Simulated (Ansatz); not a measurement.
`C[O][Al]([OH])[SH]` + H–F → `C[O][Al]([F])[SH]` + H₂O  (ligand exchange at the Al–O bond)

Calculated with Ansatz (gas phase, PBE0-D4/def2-TZVP geometries, no zero-point term in ΔE). CCSD(T)/CBS is the MP2 limit (def2-TZVPP, def2-QZVPP) plus CCSD(T) − MP2 in def2-TZVPP, frozen cores. This one scheme is used for every species. DFT in def2-TZVPP. Each species was taken in one conformer, which may not be the lowest.

```csv
species,ωB97M-V energy (Eh)
`C[O][Al]([OH])[SH]`,-832.33558
H–F,-100.46072
`C[O][Al]([F])[SH]`,-856.38321
H₂O,-76.43342
```

(1) Work out ΔE.

Largest T1 diagnostic among the species: 0.012.

## Answers

(1) ΔE = (-856.38321) + (-76.43342) − (-832.33558) − (-100.46072) = -0.02033 Eh = -0.55 eV. CCSD(T)/CBS gives -0.55 eV.

In def2-TZVPP, CCSD(T) changes the Hartree–Fock value by +0.08 eV (the triples alone add +0.01 eV) and MP2 by +0.09 eV. The D4 term adds +0.04 eV with B3LYP and +0.02 eV with PBE0; it sums over pairs of atoms, weighted by their polarisabilities, and B3LYP, whose exchange is more repulsive, gets the larger term.

B3LYP here is the variant with VWN-RPA as its local correlation; programs differ in this.
